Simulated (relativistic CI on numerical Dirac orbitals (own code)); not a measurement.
# W I: calculation against measurement

Method of calculation: Dirac-Coulomb-Breit CI, KLI orbitals optimised for each configuration, a model potential for QED, valence Slater integrals scaled by 0.85, P86 correlation energy added to each configuration (own radial code, finite nucleus).

CI space (outside the closed core [Xe] 4f14): 5d4.6s2, 5d5.6s, 5d4.6s.6p, 5d5.6p, 5d6, 5d3.6s2.6p, 5d4.6s.6d, 5d3.6s2.5f, 5d4.6s.7s, 5d3.6s2.7p, 5d5.5f, 5d5.7s, 5d3.6s2.7s. Double excitations out of closed p, d and f shells are left out; levels of such configurations are missing from the list, as are those of other unlisted configurations, and high levels can miss mixing partners.

```csv
Configuration,Term (tabulated),J,Measured (cm⁻¹),Computed,Error,Purity (%)
5d4.6s2,5D,0,0.0,0,0,73
5d4.6s2,5D,1,1670.3,1107,-564,80
5d5.6s,7S,3,2951.3,-3721,-6672,96
5d4.6s2,5D,2,3325.5,2380,-946,81
5d4.6s2,5D,3,4830.0,3678,-1152,78
5d4.6s2,5D,4,6219.3,5055,-1164,73
5d4.6s.6p,7D°,3,26189.2,17252,-8937,60
5d5.6p,7P°,2,26229.8,28692,2462,60
```

Measured levels from NIST Handbook of Basic Atomic Spectroscopic Data (Sansonetti and Martin, J. Phys. Chem. Ref. Data 34, 1559 (2005)); pairs were made by configuration, J and term (by order where the table uses no LS term), so strongly mixed levels may be paired wrongly.

Mean error by configuration (cm⁻¹): 5d4.6s2 -956; 5d5.6s -6672; 5d4.6s.6p -8937; 5d5.6p 2462. Over the excited levels the mean absolute error is 3128 cm⁻¹ (7 of the 13 excited levels that our extract of the source holds in range could be paired, and the others can miss by more), and the median relative error of those above 1,000 cm⁻¹ is 28 %.

Transition probabilities of persistent lines. The last column rescales the computed rate by the cube of measured over computed energy:

```tsv
λ measured (Å)	Lower	Upper	A tabulated (s⁻¹)	A computed	A rescaled
4294.61 air	5d5.6s 7S_3	5d5.6p 7P°_2	1.20e+07	2.39e+08	8.86e+07
4302.11 air	5d5.6s 7S_3	5d4.6s.6p 7D°_3	3.60e+06	2.98e+06	4.06e+06
```
